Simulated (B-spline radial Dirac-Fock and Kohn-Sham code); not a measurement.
# Ag⁺ in Watson spheres of different radius

The computed values come from an atomic code on a B-spline grid: Dirac-Fock energy differences between relaxed states, corrected for Breit and QED terms. The ion, [Kr] 4d10, sits in a hollow sphere of charge Q = -1, a simple model of the Madelung potential. Inside the sphere an electron's potential energy is raised by the constant 14.40·|Q|/R eV, so binding energies fall by about that much as long as the orbitals stay inside.

```
radius (Å)  14.40 |Q|/R (eV)  1s (eV)  2s (eV)  2p1/2 (eV)  2p3/2 (eV)  3s (eV)  3p1/2 (eV)  3p3/2 (eV)  3d3/2 (eV)  3d5/2 (eV)  4s (eV)  4p1/2 (eV)  4p3/2 (eV)  4d3/2 (eV)  4d5/2 (eV)
       1.6              9.00  25521.4   3820.6      3532.9      3360.0    728.3       613.6       582.3       380.8       374.8    110.9       73.62       68.60       11.38       10.83
       2.2              6.55  25523.6   3822.8      3535.1      3362.3    730.6       615.9       584.6       383.1       377.1    113.2       75.93       70.91       13.69       13.14
```

From the smallest to the largest radius 1s moves by +2.3 eV, while the constant potential alone would give +2.5 eV; the difference comes from charge outside the sphere and its screening.
